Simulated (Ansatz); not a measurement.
Program: Ansatz. Geometries: PBE0-D4/def2-TZVP. ΔE: electronic, gas phase. CBS: MP2 limit from def2 TZ/QZ plus the TZ coupled-cluster correction, frozen cores. DFT in def2-TZVPP. For Br outer-core shells are correlated without core-valence functions, which leaves a few kJ/mol of doubt a bond. Scalar relativity is left out up to krypton. One conformer a species, not always the lowest.

Reaction (formal exchange of groups at the Si–Al bond): `[SiH3]C[O][AlH][SiH3]` + `CO[SiH](O)Br` → `CO[Si](O)([SiH3])Br` + `[AlH2][O]C[SiH3]`

`[SiH3]C[O][AlH][SiH3]`:

Cartesian coordinates in Å:
```
Si 1.437 0.140 1.752
C 0.534 -1.249 0.841
O 0.806 -1.167 -0.538
Al 0.086 -0.336 -1.827
Si -1.919 1.007 -1.374
H 1.118 0.127 3.206
H 2.905 0.015 1.565
H 0.991 1.434 1.162
H -0.543 -1.180 1.053
H 0.861 -2.226 1.214
H 0.804 -0.512 -3.224
H -3.022 0.700 -2.330
H -2.442 0.784 0.004
H -1.618 2.463 -1.504
```

`CO[SiH](O)Br`:

```xyz
10

C    -0.220   -1.584   -0.409
O     0.435   -0.529    0.264
Si   -0.099    0.994    0.430
O     1.061    1.900    1.109
Br   -0.640    1.762   -1.592
H    -1.171   -1.832    0.074
H    -0.410   -1.325   -1.454
H     0.430   -2.459   -0.372
H    -1.293    1.104    1.285
H     1.908    1.969    0.663
```

`CO[Si](O)([SiH3])Br`:

```xyz
13

C    -1.539    1.219   -0.823
O    -0.374    1.291   -0.029
Si    0.837    0.203    0.027
O     2.063    0.849    0.879
Si    0.268   -1.846    0.987
Br    1.478   -0.185   -2.090
H    -1.287    1.152   -1.886
H    -2.153    0.354   -0.551
H    -2.118    2.126   -0.651
H     2.419    1.694    0.595
H    -0.905   -2.395    0.256
H     1.406   -2.791    0.868
H    -0.094   -1.670    2.419
```

`[AlH2][O]C[SiH3]`:

Z-matrix (Å, degrees):
```
C
O 1 1.407
Si 1 1.891 2 109.8
H 1 1.097 2 109.4 3 120.3
H 1 1.100 2 112.1 3 -121.9
Al 2 1.691 1 133.6 3 110.9
H 3 1.489 1 108.8 2 -59.5
H 3 1.490 1 110.3 2 -179.2
H 3 1.486 1 110.4 2 59.9
H 6 1.584 2 118.4 1 2.8
H 6 1.576 2 116.1 1 -177.5
```

```csv
level,ΔE (kcal/mol)
ωB97M-V,2.0
CCSD(T)/def2-TZVPP,2.9
HF/CBS(def2),2.9
MP2/CBS(def2),1.8
```

**Question.** What does CCSD(T)/CBS give? (Estimate.)

**Answer.** The calculation gave: +2.6 kcal/mol. The listed levels differ from it by -0.6, 0.3, 0.3, -0.8 kcal/mol.

Largest T1 diagnostic among the species: 0.014.

The D4 term adds −1.0 kcal/mol with B3LYP and −0.5 kcal/mol with PBE0; it sums over pairs of atoms, weighted by their polarisabilities, and B3LYP, whose exchange is more repulsive, gets the larger term.

B3LYP here is the variant with VWN-RPA as its local correlation; programs differ in this.
